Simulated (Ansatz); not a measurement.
Program: Ansatz. Geometries: PBE0-D4/def2-TZVP. ΔE: electronic, gas phase. CBS: MP2 limit from def2 TZ/QZ plus the TZ coupled-cluster correction, frozen cores. For Ge outer-core shells are correlated without core-valence functions, which leaves a few kJ/mol of doubt a bond. Scalar relativity is left out up to krypton. Each species was taken in one conformer, which may not be the lowest.

`O[SiH](S)[GeH3]` + `[CH3][Al]([OH])[F]` → `[CH3][Al]([F])[O][GeH3]` + `O[SiH2]S`  (cleavage of the Ge–Si bond)

`O[SiH](S)[GeH3]`:

```xyz
10

O    -1.456    1.411    0.350
Si   -0.619    0.044    0.739
S     0.691    0.463    2.359
Ge    0.602   -0.764   -1.142
H    -1.877    1.441   -0.511
H    -1.514   -1.008    1.289
H     1.521    1.233    1.634
H     1.794    0.166   -1.430
H    -0.278   -0.804   -2.408
H     1.136   -2.180   -0.880
```

`[CH3][Al]([OH])[F]`:

```xyz
8

C     0.493    0.835   -0.826
Al   -0.488   -0.441    0.238
O     0.151   -1.025    1.688
F    -1.971   -0.994   -0.241
H     1.446    0.411   -1.156
H     0.730    1.727   -0.240
H    -0.066    1.144   -1.711
H    -0.294   -1.657    2.249
```

`[CH3][Al]([F])[O][GeH3]`:

Z-matrix (Å, degrees):
```
C
Al 1 1.931
H 1 1.094 2 110.8
H 1 1.091 2 111.7 3 120.9
H 1 1.094 2 110.8 3 -118.2
F 2 1.654 1 119.3 3 58.6
O 2 1.676 1 122.9 3 -121.4
Ge 7 1.765 2 146.3 1 -179.9
H 8 1.539 7 108.7 2 -65.9
H 8 1.539 7 109.0 2 54.8
H 8 1.536 7 106.8 2 174.5
```

`O[SiH2]S`:

```xyz
7

O     0.519   -1.071    0.918
Si    0.397    0.350    0.105
S    -1.454    0.582   -0.929
H    -0.202   -1.303    1.506
H     0.424    1.528    1.008
H     1.545    0.345   -0.826
H    -1.229   -0.432   -1.782
```

| species | MP2/CBS(def2) energy (Eh) |
| --- | --- |
| `O[SiH](S)[GeH3]` | -2841.74491 |
| `[CH3][Al]([OH])[F]` | -457.55338 |
| `[CH3][Al]([F])[O][GeH3]` | -2534.85960 |
| `O[SiH2]S` | -764.44965 |

Question: Work out ΔE.

Answer: ΔE = (-2534.85960) + (-764.44965) − (-2841.74491) − (-457.55338) = -0.01096 Eh = -6.9 kcal/mol. CCSD(T)/CBS gives -6.4 kcal/mol.

Largest T1 diagnostic among the species: 0.012.

From PBE to PBE0 (25 % exact exchange), in def2-TZVPP and without D4, ΔE moves by −1.5 kcal/mol. The D4 term adds +1.1 kcal/mol with B3LYP and +0.6 kcal/mol with PBE0; it sums over pairs of atoms, weighted by their polarisabilities, and B3LYP, whose exchange is more repulsive, gets the larger term.

B3LYP here is the variant with VWN-RPA as its local correlation; programs differ in this.
